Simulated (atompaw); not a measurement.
**Ta: one change to a PAW (atompaw) potential, before and after**

* Element: tantalum (Ta)
* Generator: atompaw 4.2.0.5
* Type: PAW
* Functional: PBE
* Relativity: scalar-relativistic
* Frozen core: [Kr] 4d10 4f14
* Valence charge: 13
* Reference configuration: 5s2 5p6 5d3 6s1.75 6p0.25
* Partial waves: 5s (bound): rc 1.50 bohr; 6s (bound): rc 2.90 bohr; 5p (bound): rc 1.75 bohr; 6p (bound): rc 2.90 bohr; 5d (bound): rc 2.90 bohr; 5d channel at 2.55 Ry: rc 2.90 bohr
* Local potential: vpsmatchnc scheme with l = 3 at 0 Ry, radius 2.10 bohr
* Core correction: smooth core density matched at 1.80 bohr
* Augmentation charge: besselshape compensation charge, radius 2.55 bohr; PAW radius 2.90 bohr; waves and projectors: custom rrkj vanderbiltortho

All-electron outer shells of the reference configuration (PBE, scalar-relativistic, ld1.x):

```csv
shell,level (eV),outermost node (bohr),outermost maximum (bohr)
4d,-222.59,0.22,0.46
5s,-73.40,0.54,0.98
5p,-39.80,0.58,1.13
4f,-25.10,–,0.44
6s,-5.70,1.32,2.74
5d,-3.93,0.65,1.58
6p,-1.59,1.59,3.85
```

Change: wave 6s (bound): rc 2.90 bohr becomes 6s (bound): rc 1.62 bohr.

Cutoffs: the cutoffs (Ry, on a coarse ladder) from which the occupation-weighted sum of valence levels, in a spherical-Bessel basis at the reference potential, stays within 10 and 1 mRy of its value at 400 Ry; they do not see the model core or the augmentation charge, which bear on the density cutoff.

Task: What does the change do?

Result: The potential gets harder (25 Ry and 50 Ry → 35 Ry and 50 Ry); both files keep a bound ghost (p, s); the range in which the s phases agree widens (upper end 1.3 → 4.2).

| quantity | base | changed |
| --- | --- | --- |
| cutoff, loose | 25 Ry | 35 Ry |
| cutoff, tight | 50 Ry | 50 Ry |
| bound ghosts | s, p | s, p |
| s: phases at 2.91 bohr within 0.05 rad from the reference energy up to (Ry; the scan ends near 5) | 1.3 | 4.2 |
| p: phases at 2.91 bohr within 0.05 rad from the reference energy up to (Ry; the scan ends near 5) | 3.4 | 3.4 |
| d: phases at 2.91 bohr within 0.05 rad from the reference energy up to (Ry; the scan ends near 5) | 4.0 | 4.0 |
| lowest overlap eigenvalue by channel | s 0.05, p 0.46, d 0.80 | s 0.04, p 0.46, d 0.80 |

 A true bound ghost makes a file unfit for plane-wave use even where its test errors are small: the radial tests pick states by their node count and pass the ghost by. The cutoffs see the waves, projectors and local potential, not the compensation charge or the core.
